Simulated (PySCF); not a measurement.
Isomers of C3H3F. All species are isolated molecules in the gas phase. Strings in code marks are SMILES.

All values below come from PBE-D3(BJ)/def2-TZVP // PBE0-D3(BJ)/def2-TZVP run with PySCF. 

| species | HOMO (eV) | S1 oscillator strength |
|---|---|---|
| `FC1CC=1` | -6.08 | 0.077 |
| `C#CCF` | -6.92 | … |
| `FC#CC` | -6.30 | … |
| `C=C=CF` | -6.21 | 0.001 |

Q: Some entries are withheld; supply them.

A: 
- `C#CCF`, S1 oscillator strength: 0.000
- `FC#CC`, S1 oscillator strength: 0.011
